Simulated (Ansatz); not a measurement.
Geometry optimisation, Ansatz 0.2.0, RKS revPBE/def2-SVP.

input.yaml

```yaml
crystal:
  periodic: [false, false, false]
  atoms:
    - { symbol: Ga, position_ang: [-0.005665, -0.388526, -0.08752] }
    - { symbol: Cl, position_ang: [0.087899, -0.656816, 2.117411] }
    - { symbol: O, position_ang: [1.489745, -0.400743, -1.083799] }
    - { symbol: H, position_ang: [2.275695, -0.563166, -0.528184] }
    - { symbol: O, position_ang: [-1.589069, -0.246381, -0.920146] }
    - { symbol: H, position_ang: [-2.317417, -0.296215, -0.27303] }
    - { symbol: H, position_ang: [-0.003139, 2.260344, 0.729149] }
    - { symbol: H, position_ang: [0.007251, 1.774103, 1.263118] }
basis:
  gaussian: { orbitals: def2-SVP }
hamiltonian:
  xc: revpbe
relax:
  f_tol: 0.03
  max_steps: 50
```

Run as:

```bash
$ ansatz run input.yaml --threads 2 --pin off --max-ram 3072MiB --backend cpu --events-out ev --progress --plain --runs-dir out
```

Q: Where does it end, and by what steps?

A: The run converged. The force dipped under the threshold on the way, but the program's further checks kept it going. After 6 steps the energy has fallen by 0.126 eV; H8 moved furthest, 0.56 Å.

```
step  energy less start (eV)  largest force component (eV/Å)  accepted
   0                  0.0000                           1.363       yes
   1                 -0.0958                           0.258       yes
   2                 -0.1159                           0.159       yes
   3                 -0.1218                           0.144       yes
   4                 -0.1247                           0.074       yes
   5                 -0.1261                           0.014       yes
   6                 -0.1264                           0.014       yes
```

```xyz
8
Properties=species:S:1:pos:R:3
Ga -0.024 -0.594 -0.115
Cl 0.067 -0.992 2.025
O 1.475 -0.496 -1.103
H 2.262 -0.644 -0.546
O -1.598 -0.379 -0.955
H -2.338 -0.462 -0.324
H 0.026 2.747 0.808
H 0.076 2.302 1.428
```

The run took 14 s on 2 threads of Arm Neoverse V2, on a shared host, peak memory 0.14 GiB.
